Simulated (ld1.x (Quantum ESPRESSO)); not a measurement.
## Which change was made? (O, PAW)

oxygen, PAW, made with ld1.x (Quantum ESPRESSO) 7.5 (PBE, scalar-relativistic). Core [He], reference 2s2 2p4. Waves: 2s (bound): rcut 0.55, rcutus 0.70 bohr; 2s channel at -1 Ry: rcut 0.55, rcutus 0.70 bohr; 2p (bound): rcut 1.25, rcutus 1.65 bohr; 2p channel at 0.05 Ry: rcut 1.25, rcutus 1.65 bohr. Local part: all-electron potential smoothed inside 1.05 bohr (lloc = -1). Core correction: Bessel-smoothed model core inside 0.70 bohr. Augmentation charge: PSQ, inside the norm-conserving radii.

Cutoffs, loose and tight: the cutoffs (Ry, on a coarse ladder) from which the occupation-weighted sum of valence levels, in a spherical-Bessel basis at the reference potential, stays within 10 and 1 mRy of its value at 400 Ry. They do not see the model core or the augmentation charge, which bear on the density cutoff. Test errors are all-electron minus pseudo excitation energies from the reference, over the configurations 2s2 2p3; 2s2 2p2; 2s2 2p1; 2s0 2p6; 2s2 2p3.5; 2s2 2p0; 2s1 2p5; variants that change the core or the reference have their own tests. The largest error is taken over the tests solved by every variant that gives reliable tests at all, those not shown here included: 2s0 2p6; 2s2 2p1; 2s2 2p2; 2s2 2p3; 2s2 2p3.5.

The base gives: outcome: generated; cutoff, loose: 70 Ry; cutoff, tight: 90 Ry; bound ghosts: s; largest test error (meV): -32.

**Question.** After one change the result is: outcome: generated; cutoff, loose: 90 Ry; cutoff, tight: 120 Ry; bound ghosts: none; largest test error (meV): -22. Which change was it?
A. waves 2s (bound): rcut 0.55, rcutus 0.62 bohr; 2s channel at -1 Ry: rcut 0.55, rcutus 0.62 bohr
B. local potential all-electron potential smoothed inside 1.52 bohr (lloc = -1)
C. type TM; waves now 2s (bound): rc 0.70 bohr; 2p (bound): rc 1.65 bohr; local potential the p channel

**Answer.** A. The others give: type TM; waves now 2s (bound): rc 0.70 bohr; 2p (bound): rc 1.65 bohr; local potential the p channel → outcome: generated; cutoff, loose: 80 Ry; cutoff, tight: 200 Ry; bound ghosts: none; largest test error (meV): +843 | local potential all-electron potential smoothed inside 1.52 bohr (lloc = -1) → outcome: generated; cutoff, loose: 70 Ry; cutoff, tight: 90 Ry; bound ghosts: none; largest test error (meV): -23.
